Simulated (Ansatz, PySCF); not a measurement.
Process, species as SMILES: N[Si](F)(F)F -> [NH][Si](F)(F)F + H atom (the H-N bond at the site shown breaks; other sites are not compared here)
Structures are relaxed separately at B3LYP-D3(BJ)/def2-TZVP in Ansatz (a first-principles code), one conformer each, not searched for the lowest. Frequencies are from Ansatz or PySCF.

Wanted: bond dissociation energy (enthalpy at 298 K, with B3LYP-D3(BJ) rigid-rotor harmonic-oscillator terms), in eV. Cores are frozen in the correlated levels unless marked. Open shells are spin-unrestricted. No spin-orbit coupling. Non-relativistic unless marked X2C. CBS(X,Y): correlation extrapolated as X^-3; Hartree-Fock from the larger set.

| level | program | bond dissociation energy (eV) |
|---|---|---|
| HF/cc-pV(D+d)Z | Ansatz | 3.62 |

### Question
What does CCSD(T)/CBS(cc-pV(T+d)Z,cc-pV(Q+d)Z) (Ansatz) give?

### Answer
5.05 eV
